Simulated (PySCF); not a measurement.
Gas-phase reaction: B3N3Cl3H3 + 4 H2 → BCl3.NH3 + 2 H2BNH2

Energies from PySCF, thermal terms from the rigid-rotor harmonic-oscillator model, ideal gas at 1 bar. † marks an energy on the PBE0/def2-TZVP geometry and frequencies; other levels use their own. MP2 and CCSD(T) freeze the core. 6-31G* has spherical d functions here. All species are closed-shell singlets. B3LYP is the form with VWN-RPA correlation. Adducts (BCl3.NH3) have no counterpoise correction, and HF, PBE, BLYP, B3LYP and PBE0 lack dispersion. BCl3.NH3, H2BNH2: computed as isolated molecules; such fragments, hydroxides, amides, oligomers or adducts are transient or little studied in the gas. MP2 isn't extrapolated to the basis-set limit. CCSD(T) isn't extrapolated to the basis-set limit.

| level | ΔH°(298 K), kJ |
|---|---|
| B3LYP/def2-TZVP† | (withheld) |
| BLYP/def2-TZVP† | 284 |
| CCSD(T)/def2-SVP† | (withheld) |
| HF/6-31G* | (withheld) |
| HF/def2-TZVP† | 270 |
| MP2/def2-SVP† | 305 |
| MP2/def2-TZVPP† | 289 |
| PBE0/def2-SVP† | (withheld) |
| PBE0/def2-TZVP | 263 |
| LDA/def2-TZVP† | 263 |
| ωB97M-V/def2-TZVP† | 279 |

Task: Some entries are withheld; supply them.

Result: 
- B3LYP/def2-TZVP†, ΔH°(298 K), kJ: 276
- CCSD(T)/def2-SVP†, ΔH°(298 K), kJ: 290
- HF/6-31G*, ΔH°(298 K), kJ: 275
- PBE0/def2-SVP†, ΔH°(298 K), kJ: 272
